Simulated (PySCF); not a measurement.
C2H4F2OSi. Atoms are numbered in the order given.

```xyz
10

F      0.2049    -1.4327    -1.0824
C      0.0347    -0.6353     0.0000
F      0.2049    -1.4327     1.0824
O     -1.2420    -0.0925     0.0000
C     -1.0386     1.3497     0.0000
Si     0.8610     1.1161     0.0000
H     -1.4937     1.8001    -0.8963
H     -1.4937     1.8001     0.8963
H      1.6018     1.5084    -1.2278
H      1.6018     1.5084     1.2278
```
Charge 0, spin multiplicity 1.

Geometry: B3LYP-D3(BJ)/def2-SVP. The structure was generated by enumeration, and PubChem lists no compound with its InChIKey, so it may never have been made.

Level of theory: PBE/def2-TZVP (PySCF).

Isolated molecule, no solvent.

Computed frontier levels, gap, dipole moment and polarisability:
| Quantity | Result |
|---|---|
| highest occupied level | -7.16 eV |
| lowest empty level | -1.53 eV |
| orbital gap | 5.63 eV |
| dipole moment | 0.676 e·Å |
| quadrupole, principal values (traceless, Buckingham form, about the centre of nuclear charge) | -1.49, -1.13, 2.62 D·Å |
| mean static polarisability | 55.1 bohr³ (8.16 Å³) |
| polarisability, principal values | 50.0, 55.7, 59.5 bohr³ |
